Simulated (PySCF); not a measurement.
An unknown is described by computed data only.

Formula: C5H3NS.

| Item | Value |
| --- | --- |
| 1H NMR | chemical shifts (computed TMS as zero) by class: 7.68 (1 H), 7.36 (1 H), 7.22 (1 H) ppm [GIAO PBE0/pcSseg-1] |
| Dipole | 4.34 D [B3LYP/def2-SVPD] |
| Polarisability | 79.9 au [B3LYP/def2-SVPD] |
| Rotational structure | rotational constants A, B, C: 7.104, 1.490, 1.232 GHz [PBE0-D3(BJ)/def2-SVP] |
| 13C NMR | chemical shifts (computed TMS as zero) by class: 143.3 (1 C), 135.6 (1 C), 133.9 (1 C), 119.6 (1 C), 116.9 (1 C) ppm [GIAO PBE0/pcSseg-1] |
| UV, first state | lowest singlet excitation: 5.38 eV (231 nm, f = 0.036) [TDDFT B3LYP/def2-SVPD] |
| UV, strongest line | among the 10 lowest singlet transitions: S6 at 6.45 eV (192 nm, f = 0.308) [TDDFT B3LYP/def2-SVPD] |
| NMR, other nuclei | isotropic shieldings of nuclei other than C and H, by class: -55 (1 N), 260 (1 S) ppm [GIAO PBE0/pcSseg-1] |
| Triplet | lowest triplet excitation (Tamm–Dancoff): 3.60 eV [TDA B3LYP/def2-SVPD] |
| Valence photoelectron | vertical ionisation energy: 9.52 eV [ΔSCF B3LYP/def2-SVPD] |

The electronic properties come from PySCF, for the isolated species, density fitting. Levels stand in brackets. Geometry: PBE0-D3(BJ)/def2-SVP; no solvent, vibrations or thermal averaging. NMR classes are plain means over equivalent atoms (diastereotopic ones count apart unless rotation or inversion swaps them), as if these changed places fast.

Q: Propose a structure and show how it fits.

A: Numbering: `[N:1]#[C:2][c:3]1[cH:4][cH:5][s:6][cH:7]1`. Its formula, C5H3NS, gives 5 degrees of unsaturation: 1 ring and 4 π bonds in the structure found (Kekulé form). 5 carbons fall into 5 classes; from least to most shielded: aromatic CH next to a ring sulfur [C7] (143.3 ppm), aromatic CH carbon [C4] (135.6 ppm), aromatic CH next to a ring sulfur [C5] (133.9 ppm), nitrile carbon [C2] (119.6 ppm), substituted aromatic carbon [C3] (116.9 ppm). Hydrogen classes from least to most shielded: 1 H on an aromatic CH next to a ring sulfur, C7 (7.68 ppm), 1 H on an aromatic CH carbon, C4 (7.36 ppm), 1 H on an aromatic CH next to a ring sulfur, C5 (7.22 ppm). The other shieldings belong to: -55 ppm, nitrile nitrogen [N1]; 260 ppm, thiophene-type sulfur [S6]. S1 is mainly HOMO−1→LUMO (weight 0.71); the largest Löwdin shares of the orbital it empties are 0.33 on the thiophene-type sulfur, 0.25 on the aromatic CH carbon, 0.13 on an aromatic CH next to a ring sulfur and 0.10 on the substituted aromatic carbon, of the orbital it fills 0.27 on an aromatic CH next to a ring sulfur, 0.22 on the thiophene-type sulfur, 0.14 on the substituted aromatic carbon and 0.11 on an aromatic CH next to a ring sulfur. The first electron is taken from the HOMO, whose largest Löwdin shares are 0.24 on an aromatic CH next to a ring sulfur, 0.21 on an aromatic CH next to a ring sulfur, 0.18 on the substituted aromatic carbon and 0.11 on the nitrile nitrogen. The optimised geometry has point group Cs and is an asymmetric top. Structure: `N#Cc1ccsc1`. Computed isomers that give other values at the same levels: `N#Cc1cccs1` (rotational constant A: 5.386 GHz; this holds for the one conformer computed); `C#Cc1cncs1` (rotational constant A: 5.525 GHz; this holds for the one conformer computed). The assignments are read from this structure; whether some other isomer fits the data as well wasn't checked.
